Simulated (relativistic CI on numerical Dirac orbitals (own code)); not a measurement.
**Electric-dipole lines of Gd XIX**

Computed by Dirac-Coulomb-Breit CI, separate exchange-only KLI orbitals for each configuration, model QED, unscaled Slater integrals (own radial code, finite nucleus).

Configurations in the expansion (outside the closed core [Ar] 3d10): 4s2 4p6 4d10, 4s2 4p6 4d9 4f, 4s2 4p5 4d10 4f, 4s2 4p6 4d9 5s, 4s2 4p6 4d9 5p, 4s 4p6 4d10 4f, 4s2 4p6 4d9 5d, 4s2 4p5 4d10 5s. Double excitations out of closed p, d and f shells are left out; levels of such configurations are missing from the list, as are those of other unlisted configurations, and high levels can miss mixing partners.

| λ vac (Å) | Lower | Upper | A (s⁻¹) | log gf | S velocity/length |
| --- | --- | --- | --- | --- | --- |
| 38.459 | 4s2 4p6 4d10 1S_0 [1] | 4s2 4p5 4d10 5s 1P°_1 [68] | 6.13e+11 | -0.39 | 0.89 |
| 56.070 | 4s2 4p6 4d10 1S_0 [1] | 4s2 4p6 4d9 5p 1P°_1 [31] | 4.56e+11 | -0.19 | 1.00 |
| 65.472 | 4s2 4p6 4d10 1S_0 [1] | 4s2 4p6 4d9 4f 1P°_1 [25] | 4.71e+12 | 0.96 | 0.62 |
| 71.928 | 4s2 4p6 4d9 4f 3F°_2 [16] | 4s2 4p5 4d10 4f 1D_2 [69] | 3.07e+11 | 0.08 | 0.84 |
| 72.789 | 4s2 4p6 4d9 4f 1D°_2 [14] | 4s2 4p5 4d10 4f 3D_3 [65] | 2.38e+11 | 0.12 | 0.82 |
| 73.272 | 4s2 4p6 4d9 5s 1D_2 [24] | 4s2 4p5 4d10 5s 3P°_1 [71] | 9.67e+11 | 0.37 | 0.77 |
| 73.315 | 4s2 4p6 4d9 4f 1H°_5 [17] | 4s2 4p5 4d10 4f 3G_4 [67] | 5.84e+11 | 0.63 | 0.83 |
| 73.530 | 4s2 4p6 4d9 4f 3H°_4 [15] | 4s2 4p5 4d10 4f 3G_3 [64] | 5.09e+11 | 0.46 | 0.84 |
| 74.405 | 4s2 4p6 4d9 4f 3G°_4 [19] | 4s2 4p5 4d10 4f 3G_4 [67] | 2.81e+11 | 0.32 | 0.87 |
| 74.405 | 4s2 4p6 4d9 4f 3G°_3 [18] | 4s2 4p5 4d10 4f 3D_3 [65] | 2.24e+11 | 0.11 | 0.87 |
| 74.878 | 4s2 4p6 4d9 4f 3G°_4 [19] | 4s2 4p5 4d10 4f 3D_3 [65] | 2.88e+11 | 0.23 | 0.83 |
| 84.470 | 4s2 4p6 4d9 4f 3F°_2 [7] | 4s2 4p5 4d10 4f 1D_2 [63] | 2.06e+11 | 0.04 | 0.77 |
| 86.179 | 4s2 4p6 4d9 4f 3P°_2 [4] | 4s2 4p5 4d10 4f 3D_3 [59] | 1.26e+11 | -0.01 | 0.77 |
| 86.497 | 4s2 4p6 4d9 4f 3P°_1 [3] | 4s2 4p5 4d10 4f 3D_2 [56] | 1.29e+11 | -0.14 | 0.78 |
| 87.082 | 4s2 4p6 4d9 4f 3P°_0 [2] | 4s2 4p5 4d10 4f 3D_1 [55] | 1.31e+11 | -0.35 | 0.79 |
| 87.328 | 4s2 4p6 4d9 4f 3F°_4 [10] | 4s2 4p5 4d10 4f 3F_4 [62] | 1.72e+11 | 0.25 | 0.83 |
| 87.751 | 4s2 4p6 4d9 4f 3P°_1 [3] | 4s2 4p5 4d10 4f 3D_1 [55] | 1.62e+11 | -0.25 | 0.81 |
| 87.845 | 4s2 4p6 4d9 4f 3P°_2 [4] | 4s2 4p5 4d10 4f 3D_2 [56] | 1.44e+11 | -0.08 | 0.82 |
| 87.936 | 4s2 4p6 4d9 5s 3D_2 [22] | 4s2 4p5 4d10 5s 1P°_1 [68] | 6.34e+11 | 0.34 | 0.74 |
| 88.032 | 4s2 4p6 4d9 4f 3H°_5 [6] | 4s2 4p5 4d10 4f 3G_4 [58] | 4.37e+11 | 0.66 | 0.81 |
| 88.036 | 4s2 4p6 4d9 4f 3H°_4 [9] | 4s2 4p5 4d10 4f 1F_3 [60] | 2.43e+11 | 0.30 | 0.81 |
| 88.107 | 4s2 4p6 4d9 5s 3D_3 [21] | 4s2 4p5 4d10 5s 3P°_2 [66] | 6.26e+11 | 0.56 | 0.71 |
| 88.209 | 4s2 4p6 4d9 4f 3G°_5 [11] | 4s2 4p5 4d10 4f 3F_4 [62] | 3.56e+11 | 0.57 | 0.81 |
| 88.300 | 4s2 4p6 4d9 4f 3H°_6 [5] | 4s2 4p5 4d10 4f 3G_5 [57] | 4.22e+11 | 0.73 | 0.81 |
| 88.620 | 4s2 4p6 4d9 4f 3F°_3 [8] | 4s2 4p5 4d10 4f 3D_3 [59] | 1.49e+11 | 0.09 | 0.85 |
| 88.938 | 4s2 4p6 4d9 4f 3H°_4 [9] | 4s2 4p5 4d10 4f 3D_3 [59] | 1.25e+11 | 0.02 | 0.81 |
| 89.399 | 4s2 4p6 4d9 4f 3F°_4 [10] | 4s2 4p5 4d10 4f 3D_3 [59] | 1.02e+11 | -0.07 | 0.80 |
| 90.384 | 4s2 4p6 4d9 4f 3F°_3 [8] | 4s2 4p5 4d10 4f 3D_2 [56] | 2.00e+11 | 0.09 | 0.81 |
| 91.429 | 4s2 4p6 4d9 4f 3G°_5 [11] | 4s2 4p5 4d10 4f 3G_5 [57] | 6.85e+10 | -0.03 | 0.88 |
| 98.760 | 4s2 4p6 4d9 4f 3H°_6 [5] | 4s2 4p6 4d9 5d 3G_5 [43] | 9.28e+10 | 0.17 | 0.86 |
| 100.15 | 4s2 4p6 4d9 4f 3H°_5 [6] | 4s2 4p6 4d9 5d 3G_4 [39] | 7.96e+10 | 0.03 | 0.87 |
| 210.32 | 4s2 4p6 4d9 5p 3P°_2 [26] | 4s2 4p6 4d9 5d 3D_2 [40] | 6.75e+10 | 0.35 | 0.94 |
| 210.87 | 4s2 4p6 4d9 5p 3F°_3 [27] | 4s2 4p6 4d9 5d 3F_3 [41] | 4.38e+10 | 0.31 | 0.95 |
| 213.70 | 4s2 4p6 4d9 5p 3F°_2 [28] | 4s2 4p6 4d9 5d 3G_3 [49] | 7.58e+10 | 0.56 | 1.00 |
| 215.34 | 4s2 4p6 4d9 5p 3F°_3 [27] | 4s2 4p6 4d9 5d 3G_4 [39] | 8.18e+10 | 0.71 | 1.01 |
| 218.37 | 4s2 4p6 4d9 5p 3P°_2 [26] | 4s2 4p6 4d9 5d 3S_1 [38] | 7.56e+10 | 0.21 | 1.01 |
| 249.39 | 4s2 4p6 4d9 5p 1D°_2 [32] | 4s2 4p6 4d9 5d 3D_3 [44] | 3.38e+10 | 0.34 | 0.99 |
| 250.77 | 4s2 4p6 4d9 5p 3D°_2 [37] | 4s2 4p6 4d9 5d 3F_3 [54] | 4.87e+10 | 0.51 | 0.99 |
| 251.41 | 4s2 4p6 4d9 5p 3F°_3 [35] | 4s2 4p6 4d9 5d 3G_4 [52] | 6.39e+10 | 0.74 | 0.99 |
| 251.41 | 4s2 4p6 4d9 5p 3F°_4 [30] | 4s2 4p6 4d9 5d 3G_5 [43] | 6.41e+10 | 0.82 | 0.99 |
| 251.94 | 4s2 4p6 4d9 5p 3D°_3 [33] | 4s2 4p6 4d9 5d 3F_4 [46] | 4.56e+10 | 0.59 | 1.00 |
| 298.16 | 4s2 4p6 4d9 5s 3D_3 [21] | 4s2 4p6 4d9 5p 3D°_3 [33] | 1.63e+10 | 0.18 | 0.99 |
| 311.70 | 4s2 4p6 4d9 5s 3D_2 [22] | 4s2 4p6 4d9 5p 1D°_2 [32] | 2.02e+10 | 0.17 | 0.96 |
| 313.20 | 4s2 4p6 4d9 5s 3D_3 [21] | 4s2 4p6 4d9 5p 3F°_4 [30] | 2.44e+10 | 0.51 | 0.99 |
| 313.25 | 4s2 4p6 4d9 5s 1D_2 [24] | 4s2 4p6 4d9 5p 3F°_3 [35] | 2.39e+10 | 0.39 | 1.01 |

Terms are leading LS components. Brackets give the number of a level in order of energy, since labels repeat. The list gives strong lines, with weight on those to low levels. Levels whose partners in the same complex of configurations lie outside the list can be far off, and so can their lines. Rates are taken at the computed energies, electric ones in the length gauge. A velocity-to-length ratio far from 1 marks an uncertain rate.

At this charge energies of transitions that change n are usually good to better than 1 %, and those within a shell (Δn = 0) to a few per cent.

LS names give the leading component of a level, which can be under half, so a name can repeat, a term be missing and a line seem to break the LS rules.
